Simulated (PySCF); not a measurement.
What does the PBE0-D3(BJ)/def2-SVP structure of InChI=1S/C2H8Si2/c1-3-2-4-1/h1-4H2 look like in three dimensions?

```xyz
12
C2H8Si2 angstrom
C      0.1128    0.4203    1.2291
Si     1.2676   -0.1654   -0.1698
C     -0.1942   -0.4061   -1.3694
Si    -1.3517    0.1554    0.0376
H      0.2635    1.4647    1.5430
H      0.1073   -0.2100    2.1310
H      2.2561    0.8662   -0.6140
H      2.0006   -1.4312    0.1448
H     -0.1848    0.2515   -2.2519
H     -0.3463   -1.4400   -1.7149
H     -2.1171    1.4043   -0.2677
H     -2.3119   -0.9007    0.4862
```

Any rigid rotation of these coordinates is as good. Atoms count from 1 in this order. Si2 (SiH2 silicon) has angles from 92.1° to 114.0°. The 4 heavy atoms lie in one plane (0.006 Å rms). All 4 C–Si bonds measure 1.906 Å. The 4-membered ring C1–Si2–C3–Si4 has internal angles of 87.9° to 92.1°; it is planar, 0.01 Å rms from its mean plane, widest ring torsion 1°.

Bonds between heavy atoms (Å): C1–Si2 1.906, Si2–C3 1.906, C3–Si4 1.906, C1–Si4 1.906.

Theory: PBE0-D3(BJ)/def2-SVP geometry optimisation, gas phase (PySCF 2.14.0).

Whether it is a minimum is left open (no frequencies).

Hardware: an Arm Neoverse V1 with one thread, shared host with 32 logical CPUs at a one-minute load of 22. Cost: 20 s wall, 0.44 GiB resident at most. These figures are those of the optimisation.
